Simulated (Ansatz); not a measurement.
Relaxation of F3H6HfNOSi (13 atoms, charge 0, multiplicity 1), to a largest force component of 0.03 eV/Å in at most 50 steps.

These are results of RHF/def2-SVP in Ansatz, not measurements.

```xyz
13
Properties=species:S:1:pos:R:3:forces:R:3
Hf -0.139 -0.224 0.047 0.17 -0.02 1.50
N -0.052 -0.079 2.204 0.08 -0.24 -1.44
H -0.771 -0.436 2.812 0.00 0.00 0.01
H 0.409 0.675 2.685 0.00 0.00 0.01
F 1.514 0.407 -0.698 0.00 0.00 0.00
O -1.516 0.967 -0.620 -0.01 0.01 -0.01
Si -2.729 1.929 -1.197 0.00 0.00 0.01
H -3.998 1.584 -0.519 0.00 0.00 0.00
H -2.407 3.349 -0.934 0.00 0.00 0.00
H -2.880 1.721 -2.653 0.00 0.00 0.00
F -0.723 -1.981 -0.465 0.00 -0.01 0.00
F 1.955 -2.132 1.480 -0.20 0.21 0.07
H 1.536 -1.677 2.152 -0.04 0.04 -0.14
```

Problem. Where does it end, and by what steps?

Solution. It converged. After 9 steps the energy has fallen by 0.235 eV; F12 moved furthest, 0.57 Å. Joined: Hf1–F12 (3.17 → 2.44 Å).

```
step  energy less start (eV)  largest force component (eV/Å)  accepted
   0                  0.0000                           1.498       yes
   1                 -0.0883                           1.126       yes
   2                 -0.1572                           0.490       yes
   3                 -0.2067                           0.422       yes
   4                 -0.2211                           0.217       yes
   5                 -0.2301                           0.115       yes
   6                 -0.2316                           0.097       yes
   7                 -0.2323                           0.236       yes
   8                 -0.2343                           0.058       yes
   9                 -0.2346                           0.023       yes
```

```xyz
13
Properties=species:S:1:pos:R:3
Hf -0.031 -0.363 0.094
N -0.030 -0.124 2.208
H -0.793 -0.455 2.778
H 0.308 0.721 2.644
F 1.545 0.378 -0.729
O -1.418 0.848 -0.532
Si -2.605 1.840 -1.101
H -3.886 1.524 -0.428
H -2.255 3.252 -0.826
H -2.764 1.654 -2.560
F -0.729 -2.072 -0.453
F 1.612 -1.764 1.220
H 1.243 -1.338 1.976
```

Whether the end is a true minimum wasn't checked by a vibrational analysis.

The run took 24 s on 4 threads of Arm Neoverse V1, on a shared host, peak memory 0.43 GiB.
